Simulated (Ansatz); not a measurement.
C2H5BO can be A, `BC1CO1`, or B, `BOC=C`.

Computed with Ansatz on PBE0-D4/def2-TZVP structures; ΔE is electronic, products minus reactants. CBS: MP2 limit from def2 TZ/QZ plus the TZ coupled-cluster correction, frozen cores. DFT in def2-TZVPP. B3LYP here is the variant with VWN-RPA as its local correlation; programs differ in this. One conformer a species, not always the lowest.

A:

```xyz
9

B    -0.9362    0.7538    0.6726
C    -0.4125   -0.1662   -0.4315
C     1.0373   -0.5014   -0.2884
O     0.0693   -1.4765   -0.0864
H    -0.7839    0.4418    1.8158
H    -1.4264    1.8074    0.3890
H    -0.7518   -0.1004   -1.4634
H     1.5849   -0.1853    0.5970
H     1.6194   -0.5732   -1.2045
```

B:

Z-matrix (Å, degrees):
```
B
O 1 1.350
H 1 1.193 2 116.7
H 1 1.201 2 119.8 3 -180.0
C 2 1.366 1 122.1 3 -180.0
C 5 1.321 2 121.5 1 -179.9
H 5 1.087 2 114.8 1 0.1
H 6 1.081 5 119.7 2 -180.0
H 6 1.083 5 121.3 2 0.0
```

Task: Which is lower in electronic energy at CCSD(T)/CBS, and by how much? (Estimate.)

Result: Computed: B, by 47.1 kcal/mol.

Task: Give E(B) − E(A) in kcal/mol with HF/def2-TZVPP, CCSD(T)/def2-SVP, PBE0-D4, ωB97M-V, CCSD/def2-TZVPP, B3LYP-D4, B3LYP. (Best estimate.)

Result: Computed: HF/def2-TZVPP -51.0, CCSD(T)/def2-SVP -49.9, PBE0-D4 -43.1, ωB97M-V -45.8, CCSD/def2-TZVPP -47.0, B3LYP-D4 -48.6, B3LYP -48.7. None reverses the order clearly.

Task: Does the order hold for the free energy at 298.15 K (harmonic terms from PBE0-D4)? (Estimate.)

Result: Computed: Yes: G(B) − G(A) = -47.1 kcal/mol, for one conformer each.

Largest T1 diagnostic: 0.014.

In def2-TZVPP, CCSD(T) changes the Hartree–Fock value by +4.2 kcal/mol (the triples alone add +0.2 kcal/mol) and MP2 by +5.8 kcal/mol. Leaving LDA and LC-ωPBE aside and taking each functional with its dispersion term where it has one, the values, not all of them listed here, spread over 6.9 kcal/mol, from BHLYP-D4 to revPBE-D4.
